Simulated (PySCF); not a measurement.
## Radial density of Ca³⁺ (calcium, charge +3)

LDA, [Ne] 3s2 3p5, 2P determinant. All numbers are calculated (PySCF 2.14, the spin-free X2C one-electron Hamiltonian (Gaussian nucleus), in x2c-TZVPall (6s5p3d, 36 functions)).

| r (bohr) | 4πr²ρ (e/bohr) | 4πr²(ρα − ρβ) |
| --- | --- | --- |
| 0.00149 | 0.1757 | 0.0000 |
| 0.00250 | 0.4528 | 0.0000 |
| 0.00421 | 1.148 | 0.0000 |
| 0.00708 | 2.791 | 0.0001 |
| 0.0119 | 6.309 | 0.0003 |
| 0.0200 | 12.57 | 0.0012 |
| 0.0337 | 20.31 | 0.0059 |
| 0.0567 | 23.45 | 0.0275 |
| 0.0954 | 18.45 | 0.1020 |
| 0.160 | 18.90 | 0.2297 |
| 0.270 | 24.44 | 0.1800 |
| 0.454 | 11.70 | 0.0123 |
| 0.763 | 6.221 | 0.7105 |
| 1.28 | 5.689 | 0.8156 |
| 2.16 | 0.7148 | 0.1038 |
| 3.63 | 0.007412 | 0.0010 |

Densities and radii are taken from the X2C orbitals without a picture-change correction, which distorts them close to the nucleus.
